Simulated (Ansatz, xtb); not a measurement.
# C4H8Cl2O: which of two isomers lies lower

We compare a, `COCCC(Cl)Cl`, a singlet, with b, `CO[C@H](C)C(Cl)Cl`, a singlet. Both are isolated molecules in the gas phase, relaxed with B3LYP-D3(BJ)/def2-SVP, each in the lowest conformer that the search found.

Quicker runs give these differences E(b) − E(a): GFN2-xTB +0.33 kJ/mol; HF/STO-3G +10.61 kJ/mol (at GFN2-xTB geometries); r2SCAN-D4/def2-SVP −0.77 kJ/mol (at GFN2-xTB geometries).

**Question.** Estimate E(b) − E(a) at the level CCSD(T)/def2-SVP + ΔMP2/def2-TZVPP.

**Answer.** Too close to call at this level: CCSD(T)/def2-SVP + ΔMP2/def2-TZVPP gives E(b) − E(a) = +0.24 kJ/mol.

Level by level:

```json
{"level": "GFN2-xTB", "geometry": "GFN2-xTB", "E(b) − E(a) (kJ/mol)": "+0.33", "departure from the last row (kJ/mol)": "+0.09", "job, with rough time for the two": "optimisation, 0.19 s"}
{"level": "HF/STO-3G", "geometry": "GFN2-xTB", "E(b) − E(a) (kJ/mol)": "+10.61", "departure from the last row (kJ/mol)": "+10.38", "job, with rough time for the two": "single point, 0.44 s"}
{"level": "r2SCAN-D4/def2-SVP", "geometry": "GFN2-xTB", "E(b) − E(a) (kJ/mol)": "−0.77", "departure from the last row (kJ/mol)": "−1.00", "job, with rough time for the two": "single point, 4.3 s"}
{"level": "B3LYP-D3(BJ)/def2-SVP", "geometry": "B3LYP-D3(BJ)/def2-SVP", "E(b) − E(a) (kJ/mol)": "+0.20", "departure from the last row (kJ/mol)": "−0.04", "job, with rough time for the two": "optimisation, 53 s"}
{"level": "HF/def2-SVP", "geometry": "B3LYP-D3(BJ)/def2-SVP", "E(b) − E(a) (kJ/mol)": "+10.03", "departure from the last row (kJ/mol)": "+9.80", "job, with rough time for the two": "part of the CCSD(T) run"}
{"level": "MP2/def2-SVP", "geometry": "B3LYP-D3(BJ)/def2-SVP", "E(b) − E(a) (kJ/mol)": "−1.96", "departure from the last row (kJ/mol)": "−2.20", "job, with rough time for the two": "part of the CCSD(T) run"}
{"level": "CCSD(T)/def2-SVP", "geometry": "B3LYP-D3(BJ)/def2-SVP", "E(b) − E(a) (kJ/mol)": "−1.12", "departure from the last row (kJ/mol)": "−1.36", "job, with rough time for the two": "single point"}
{"level": "CCSD(T)/def2-SVP + ΔMP2/def2-TZVPP", "geometry": "B3LYP-D3(BJ)/def2-SVP", "E(b) − E(a) (kJ/mol)": "+0.24", "departure from the last row (kJ/mol)": "", "job, with rough time for the two": "single point, 90 s"}
```

As drawn, both hold the same kinds of bond in the same numbers. Structure a has 1 methyl group, b 2.

The largest departure from CCSD(T)/def2-SVP + ΔMP2/def2-TZVPP is that of HF/STO-3G, 10.38 kJ/mol. The last row adds to CCSD(T) the change of the MP2 difference between the two basis sets, here +1.36 kJ/mol.

With thermal terms from frequencies at re-optimised GFN2-xTB minima (ideal gas, soft modes damped towards free rotors, one conformer each, 298.15 K, 1 atm): on the last row, ΔE + ΔZPE = −1.07, ΔH = −0.45, ΔG = −0.48 kJ/mol.

The correlated steps freeze 15 core orbitals. Mirror images aren't counted in ΔG. Codes used: Ansatz 0.2.0, xtb 6.7.1; the last row on 4 threads of Arm Neoverse V1 on a shared host.
